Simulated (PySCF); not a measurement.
C₃H₁₁PSi.
Atom-mapped SMILES: `[CH3:1][Si:2]([CH3:3])([CH3:4])[PH2:5]` (hydrogens: H6, H7, H8 on C1; H9, H10, H11 on C3; H12, H13, H14 on C4; H15, H16 on P5)

Torsions of this conformer, `[CH3:1][Si:2]([CH3:3])([CH3:4])[PH2:5]`: H–P5–Si2–C1 47°, H–P5–Si2–C1 -46°.

The closed-shell ground state was solved at several levels (PySCF, density fitting, gas phase, non-relativistic). Isolated species at its PBE0-D3(BJ)/def2-SVP geometry, gas phase.

| level | basis functions | HOMO (eV) | LUMO (eV) | gap (eV) | dipole (D) |
| --- | --- | --- | --- | --- | --- |
| B3LYP/def2-TZVP | 233 | -6.83 | 0.23 | 7.06 | 1.45 |
| B3LYP/cc-pVTZ | 312 | -6.82 | 0.25 | 7.07 | 1.47 |

**Question.** Estimate the row for B3LYP/6-31G*, a basis of 100 functions; the other rows only guide the guess.

**Answer.** HOMO -6.65 eV, LUMO 0.95 eV, gap 7.60 eV, dipole 1.76 D.

**Question.** How much does the basis alone move the frontier levels among the 3 B3LYP rows (the withheld one included)?

**Answer.** The HOMO by 0.18 eV and the LUMO by 0.72 eV. By rising basis size (HOMO, LUMO in eV): 6-31G* -6.65, 0.95; def2-TZVP -6.83, 0.23; cc-pVTZ -6.82, 0.25.

**Question.** How far do the dipole and the HOMO energy spread over the levels?

**Answer.** The dipole runs from 1.45 to 1.76 D (mean 1.56 D) and the HOMO from -6.83 to -6.65 eV.
